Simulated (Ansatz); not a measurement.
Mulliken charges of H$_{4}$PSSbSi, SMILES `S[SiH]1[PH][SbH]1` from ωB97M-V/def2-TZVPP in Ansatz (PBE0-D4/def2-TZVP geometry).

| atom | x (Å) | y (Å) | z (Å) | charge (e) |
| --- | --- | --- | --- | --- |
| S1 | -0.924 | 1.655 | -1.213 | -0.209 |
| Si2 | 0.046 | 0.548 | 0.320 | 0.127 |
| P3 | 1.738 | -0.673 | -0.457 | -0.199 |
| Sb4 | -0.282 | -1.952 | 0.542 | 0.137 |
| H5 | -2.133 | 1.644 | -0.627 | 0.122 |
| H6 | 0.278 | 1.310 | 1.570 | -0.008 |
| H7 | 2.374 | -0.625 | 0.817 | 0.074 |
| H8 | -1.005 | -1.964 | -1.007 | -0.043 |

Q: By hand: the dipole of these point charges (1 e Å = 4.8032 D).

A: Σ q r = (-0.229, -0.182, 0.474) e Å, of length 0.557 e Å = 2.68 D.

Q: How does the dipole of the full density compare? (Best estimate.)

A: Computed: (-0.204, -0.012, 0.280) e Å, 1.66 D; the point charges give 1.61 times that, at 20° from its direction.

Point charges leave out the atoms' own dipoles, such as those of lone pairs, and Mulliken's split depends on the basis, so the two needn't agree.
